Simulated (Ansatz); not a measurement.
`c1ccc(CCOc2ccccc2)cc1` with charge +1. Total charge 1; doublet. Geometry r2SCAN-D4/def2-SVP; atoms count from 1.

```
atom   x (Å)   y (Å)   z (Å)
  C1  -0.926  -4.293   2.187
  C2  -1.071  -4.254   0.785
  C3  -0.426  -3.268   0.046
  C4   0.383  -2.309   0.690
  C5   1.065  -1.232  -0.102
  C6   0.082  -0.103  -0.418
  O7   0.819   0.925  -1.100
  C8   0.397   2.178  -1.158
  C9   1.337   3.106  -1.700
 C10   0.987   4.437  -1.822
 C11  -0.290   4.868  -1.409
 C12  -1.221   3.945  -0.877
 C13  -0.894   2.606  -0.746
 C14   0.514  -2.354   2.099
 C15  -0.131  -3.340   2.840
 H16  -1.435  -5.069   2.764
 H17  -1.683  -5.006   0.280
 H18  -0.526  -3.250  -1.044
 H19   1.461  -1.626  -1.053
 H20   1.908  -0.809   0.466
 H21  -0.368   0.309   0.502
 H22  -0.725  -0.455  -1.084
 H23   2.316   2.728  -2.004
 H24   1.700   5.155  -2.235
 H25  -0.568   5.921  -1.504
 H26  -2.214   4.290  -0.577
 H27  -1.624   1.895  -0.355
 H28   1.146  -1.616   2.603
 H29  -0.013  -3.376   3.926
```

(1) Estimate the Mulliken populations from the PBE0/def2-SVP orbitals of Ansatz.

(2) Where does the spin sit?

(3) And the Mayer bond orders between heavy atoms (over 0.3)?

Results:

(1) 
```
atom  charge (e)  spin (α − β)
  C1        0.01          0.10
  C2        0.00          0.02
  C3       -0.01         -0.01
  C4       -0.13          0.08
  C5        0.01          0.00
  C6        0.12          0.00
  O7       -0.25          0.21
  C8        0.19          0.12
  C9        0.03          0.20
 C10       -0.01         -0.14
 C11        0.05          0.38
 C12        0.00         -0.07
 C13       -0.04          0.12
 C14        0.00          0.04
 C15       -0.01         -0.03
 H16        0.06          0.00
 H17        0.06          0.00
 H18        0.04          0.00
 H19        0.09          0.00
 H20        0.07          0.00
 H21        0.08          0.00
 H22        0.10          0.02
 H23        0.09         -0.01
 H24        0.09          0.00
 H25        0.09         -0.02
 H26        0.09          0.00
 H27        0.08         -0.01
 H28        0.04          0.00
 H29        0.06          0.00
```
Mulliken values depend strongly on the basis.

(2) Summed by element: C 0.80, O 0.21, H -0.01, of 1 unpaired in all. Largest on single atoms: C11 0.38, O7 0.21, C9 0.20.

(3) C1–C2 1.34 (1.41 Å); C1–C15 1.38 (1.40 Å); C2–C3 1.43 (1.39 Å); C3–C4 1.34 (1.41 Å); C4–C5 1.04 (1.50 Å); C4–C14 1.33 (1.42 Å); C5–C6 1.05 (1.53 Å); C6–O7 0.86 (1.44 Å); O7–C8 1.27 (1.32 Å); C8–C9 1.22 (1.43 Å); C8–C13 1.20 (1.42 Å); C9–C10 1.48 (1.38 Å); C10–C11 1.30 (1.41 Å); C11–C12 1.28 (1.41 Å); C12–C13 1.49 (1.38 Å); C14–C15 1.42 (1.39 Å).
